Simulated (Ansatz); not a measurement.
GeH6O4Si (`[OH][GeH2][O][SiH](O)O`). The species carries charge 0 and has multiplicity 1. Correlated methods include outer-core shells of Ge, which these sets cover unevenly. Scalar relativity is left out up to krypton.

Z-matrix (Å, degrees):
```
Ge
O 1 1.786
O 1 1.764 2 107.8
H 1 1.538 2 107.2 3 120.6
H 1 1.528 2 107.3 3 -115.5
Si 2 1.615 1 129.9 3 -47.0
H 3 0.965 1 109.7 2 43.9
O 6 1.647 2 106.9 1 17.0
O 6 1.638 2 114.5 1 -98.7
H 6 1.477 2 108.3 1 138.3
H 8 0.959 6 116.7 2 -152.6
H 9 0.958 6 118.3 2 -73.9
```

Give the diagnostics of a CCSD(T)/def2-TZVPP run (frozen core, the Gaussian-basis code of Ansatz). (Best estimate.)

The calculation gave: T1 = 0.0121, largest single amplitude 0.015, largest double 0.014, (T) share of the correlation energy 3.4 %, 9 CCSD cycles. The RHF solution is stable towards an unrestricted one. T1 lies under the customary mark of 0.02 for closed shells.
